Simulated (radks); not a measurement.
Valence configurations of Dy II (all share [Xe]). All-electron calculation, scalar-relativistic Kohn-Sham, r2SCAN, spin-polarised, spherical densities, finite nucleus; open shells are filled with parallel spins first (spin-orbit coupling, left out, can overturn this in heavy ions); meta-GGA in the generalised Kohn-Sham scheme; Fermi nuclear charge, rms radius 5.2218 fm. Program: a radial shooting solver on a logarithmic mesh with Libxc functionals. Energies are relative to 4f10 6s1; eigenvalues in eV for spin up.

4f10 6s1: E (eV) 0.000; moment (Bohr magnetons) 5; e(4f) -10.962; e(6s) -9.371
4f9.5 6s1 6p0.5: E (eV) 1.427; moment (Bohr magnetons) 6; e(4f) -15.850; e(6p) -6.705; e(6s) -10.675
4f9 6s2: E (eV) 1.793; moment (Bohr magnetons) 5; e(4f) -20.139; e(6s) -10.640
4f10 5d1: E (eV) 2.219; moment (Bohr magnetons) 5; e(4f) -9.218; e(5d) -5.936
4f9.5 5d0.5 6s1: E (eV) 0.366; moment (Bohr magnetons) 6; e(4f) -14.131; e(5d) -7.900; e(6s) -9.863
4f9 5d1 6s1: E (eV) 1.579; moment (Bohr magnetons) 7; e(4f) -17.552; e(5d) -8.772; e(6s) -10.271
4f9 5d0.5 6s1.5: E (eV) 1.884; moment (Bohr magnetons) 6; e(4f) -18.872; e(5d) -9.358; e(6s) -10.518
4f10 6p1: E (eV) 3.504; moment (Bohr magnetons) 5; e(4f) -12.277; e(6p) -6.394
4f9.5 6s1.5: E (eV) 0.262; moment (Bohr magnetons) 5; e(4f) -15.358; e(6s) -10.049
4f9 6s1.5 6p0.5: E (eV) 3.486; moment (Bohr magnetons) 6; e(4f) -20.734; e(6p) -7.135; e(6s) -11.372

NIST lists [Xe] 4f10 6s1 as the ground configuration; this level of theory agrees among the configurations tried. The energies are those of spherical high-spin densities, not of single terms.
